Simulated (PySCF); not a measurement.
Sb, charge +1, triplet (core potentials on Sb); MN15/def2-SVP run with PySCF.

Input for PySCF:
```python
from pyscf import gto, scf, dft

mol = gto.M(
    atom='''
Sb    0.00000000    0.00000000    0.00000000
''',
    basis='def2-svp',
    ecp={'Sb': 'def2-svp'},
    charge=1,
    spin=2,
    verbose=4,
)

mf = dft.UKS(mol)
mf.xc = 'mn15'
mf.grids.radi_method = dft.radi.gauss_chebyshev
mf.kernel()
```

It wrote (shortened):

```
PySCF version 2.14.0

[INPUT] verbose = 4
[INPUT] num. atoms = 1
[INPUT] num. electrons = 22
[INPUT] charge = 1
[INPUT] spin (= nelec alpha-beta = 2S) = 2
[INPUT] symmetry False subgroup None
[INPUT] Mole.unit = angstrom
[INPUT] Symbol           X                Y                Z      unit          X                Y                Z       unit  Magmom
[INPUT]  1 Sb     0.000000000000   0.000000000000   0.000000000000 AA    0.000000000000   0.000000000000   0.000000000000 Bohr   0.0

nuclear repulsion = 0
number of shells = 10
number of NR pGTOs = 61
number of NR cGTOs = 26
basis = def2-svp
ecp = {'Sb': 'def2-svp'}

******** <class 'pyscf.dft.uks.UKS'> ********
method = UKS
initial guess = minao
damping factor = 0
level_shift factor = 0
DIIS = <class 'pyscf.scf.diis.CDIIS'>
diis_start_cycle = 1
diis_space = 8
diis_damp = 0
SCF conv_tol = 1e-09
SCF conv_tol_grad = None
SCF max_cycles = 50
direct_scf = True
direct_scf_tol = 1e-13
number electrons alpha = 12  beta = 10
XC library pyscf.dft.libxc version 7.1.2
    S. Lehtola, C. Steigemann, M. J. T. Oliveira, and M. A. L. Marques,  SoftwareX 7, 1–5 (2018)
XC functionals = mn15
    H. S. Yu, X. He, S. L. Li, and D. G. Truhlar,  Chem. Sci. 7, 5032–5051 (2016)
    H. S. Yu, X. He, S. L. Li, and D. G. Truhlar,  Chem. Sci. 7, 5032–5051 (2016)
radial grids: Gauss-Chebyshev [JCP 108, 3226 (1998); DOI:10.1063/1.475719) radial grids
becke partition: Becke, JCP 88, 2547 (1988); DOI:10.1063/1.454033
pruning grids: <function nwchem_prune>
grids dens level: 3
symmetrized grids: False
atomic radii adjust function: <function treutler_atomic_radii_adjust>
small_rho_cutoff = 0
Set gradient conv threshold to 3.16228e-05
tot grids = 20688
init E= -214.865684564455

cycle= 1 E= -238.855487918864  delta_E=  -24  |g|=  1.5  |ddm|= 6.65
cycle= 2 E= -239.250050132859  delta_E= -0.395  |g|= 0.581  |ddm|= 2.36
cycle= 3 E= -239.326087707513  delta_E= -0.076  |g|= 0.0382  |ddm|= 0.513
cycle= 4 E= -239.326698001543  delta_E= -0.00061  |g|= 0.00329  |ddm|= 0.085
cycle= 5 E= -239.326702074488  delta_E= -4.07e-06  |g|= 0.000159  |ddm|= 0.00393
cycle= 6 E= -239.326702087288  delta_E= -1.28e-08  |g|= 1.35e-05  |ddm|= 0.000507
cycle= 7 E= -239.326702087555  delta_E= -2.68e-10  |g|= 1.35e-06  |ddm|= 9.39e-05
Extra cycle  E= -239.326702087558  delta_E= -2.47e-12  |g|= 4.03e-07  |ddm|= 8.7e-06
converged SCF energy = -239.326702087558  <S^2> = 2.0023344  2S+1 = 3.0015558
```
